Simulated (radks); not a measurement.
Numerical settings for the indium ion In3+, [Kr] 4d10. Calculated with a radial shooting solver on a logarithmic mesh with Libxc functionals: scalar-relativistic Kohn-Sham, PBEsol, spin-polarised, spherical densities, finite nucleus; Fermi nuclear charge, rms radius 4.6156 fm. The defaults (mesh step 0.008 in ln r, mesh end at 40 bohr or more with all orbitals vanishing there, Anderson mixing 0.5 over 9 steps, residual threshold near 1e-9 with the energy settled to 1e-9 hartree or 1e-11 of itself, here a cap of 75 iterations) give E = -5876.8734 hartree and 4d at -47.871 eV in 14 iterations. Run on one thread of a shared host, so times are rough (Arm Neoverse N1): 0.24 s of CPU time, 0.24 s wall, 14 iterations on 2189 mesh points. Changes against that run (0 stands for a change within the tolerance of the run):

setting,iterations,converged,E (mhartree),e(4d) (meV),CPU (s)
mesh step in ln r 0.03,14,yes,+0.00239,0,0.08
mesh step in ln r 0.08,2,no,diverged,-,0.02
mesh step in ln r 0.12,2,no,diverged,-,0.01
mesh end (bohr) 2,14,yes,+3.37e+03,+2.35e+04,0.21
mesh end (bohr) 8,14,yes,0,0,0.23
residual threshold 1e-13,27,yes,0,0,0.34
residual threshold 0.001,9,yes,-0.000669,-2.93,0.18
mixing 0.2,17,yes,0,0,0.28
"linear mixing, mixing 0.05",75,no,+0.276,-433,1.1
"linear mixing, mixing 1",75,no,+1.35e+04,-1.01e+05,2.1
mixing history 3,16,yes,0,0,0.26
iteration cap 3,3,no,+52,-1.58e+03,0.07

Settings that end as converged yet miss the energy by more than 1 mhartree: mesh end (bohr) 2 (+3.37 hartree). A mesh that ends early acts as a hard wall.
